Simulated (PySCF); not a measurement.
InO⁺: energy against distance

Set-up: basis In def2-SVPD with ECP28, O def2-SVPD; scalar-relativistic core potentials; PySCF 2.14. Energies in eV from In⁺ + O in their ground configurations at the same level. State: ³Σ⁻ (triplet), unpaired electrons π ↑↑.

All columns are B2PLYP. A positive dipole points towards O; it is taken about the centre of mass and depends on that origin.

```json
{"R (Å)": "2.564", "E (eV)": "-0.063", "μ (D)": "0.27", "Mulliken charge on In (basis-dependent)": "0.91", "HOMO (eV)": "-15.25", "LUMO (eV)": "-8.37", "Mayer bond order": "0.06", "⟨S²⟩": "2.01"}
{"R (Å)": "2.684", "E (eV)": "-0.134", "μ (D)": "-0.03", "Mulliken charge on In (basis-dependent)": "0.93", "HOMO (eV)": "-15.37", "LUMO (eV)": "-8.02", "Mayer bond order": "0.05", "⟨S²⟩": "2.01"}
{"R (Å)": "2.803", "E (eV)": "-0.172", "μ (D)": "-0.29", "Mulliken charge on In (basis-dependent)": "0.95", "HOMO (eV)": "-15.47", "LUMO (eV)": "-7.71", "Mayer bond order": "0.04", "⟨S²⟩": "2.01"}
{"R (Å)": "2.893", "E (eV)": "-0.186", "μ (D)": "-0.48", "Mulliken charge on In (basis-dependent)": "0.96", "HOMO (eV)": "-15.53", "LUMO (eV)": "-7.51", "Mayer bond order": "0.04", "⟨S²⟩": "2.01"}
{"R (Å)": "2.982", "E (eV)": "-0.191", "μ (D)": "-0.65", "Mulliken charge on In (basis-dependent)": "0.96", "HOMO (eV)": "-15.58", "LUMO (eV)": "-7.32", "Mayer bond order": "0.03", "⟨S²⟩": "2.01"}
{"R (Å)": "3.071", "E (eV)": "-0.191", "μ (D)": "-0.81", "Mulliken charge on In (basis-dependent)": "0.97", "HOMO (eV)": "-15.61", "LUMO (eV)": "-7.16", "Mayer bond order": "0.03", "⟨S²⟩": "2.01"}
{"R (Å)": "3.191", "E (eV)": "-0.184", "μ (D)": "-1.00", "Mulliken charge on In (basis-dependent)": "0.98", "HOMO (eV)": "-15.64", "LUMO (eV)": "-6.97", "Mayer bond order": "0.02", "⟨S²⟩": "2.01"}
{"R (Å)": "3.340", "E (eV)": "-0.170", "μ (D)": "-1.22", "Mulliken charge on In (basis-dependent)": "0.98", "HOMO (eV)": "-15.62", "LUMO (eV)": "-6.79", "Mayer bond order": "0.02", "⟨S²⟩": "2.01"}
{"R (Å)": "3.519", "E (eV)": "-0.149", "μ (D)": "-1.45", "Mulliken charge on In (basis-dependent)": "0.99", "HOMO (eV)": "-15.53", "LUMO (eV)": "-6.67", "Mayer bond order": "0.01", "⟨S²⟩": "2.01"}
{"R (Å)": "3.757", "E (eV)": "-0.122", "μ (D)": "-1.72", "Mulliken charge on In (basis-dependent)": "0.99", "HOMO (eV)": "-15.32", "LUMO (eV)": "-6.61", "Mayer bond order": "0.01", "⟨S²⟩": "2.01"}
```

A fit through these points gives, at Re = 3.013 Å, μ = -0.71 D and dμ/dR = -1.79 D/Å; the reduced mass is 14.04 u.

Problem. How strong is the fundamental in the double-harmonic approximation, I = 42.26·(dμ/dR)²/μred km/mol?

Solution. I = 42.26·(-1.79)²/14.04 = 9.64 km/mol at B2PLYP.

Correlated steps freeze 5 core orbitals. The bond is weak. Basis-set superposition, not corrected here, can be much of De in a small basis, most of all at correlated wavefunction levels. Spin–orbit coupling is left out, which matters for elements this heavy, above all for dissociation energies. For an ion De counts to the pair picked by the measured ionisation energies or electron affinities, which need not be the lowest pair at this level. B2PLYP dipoles, levels and charges come from its SCF part alone. The state was picked by a PBE0 search and need not be the measured ground state.
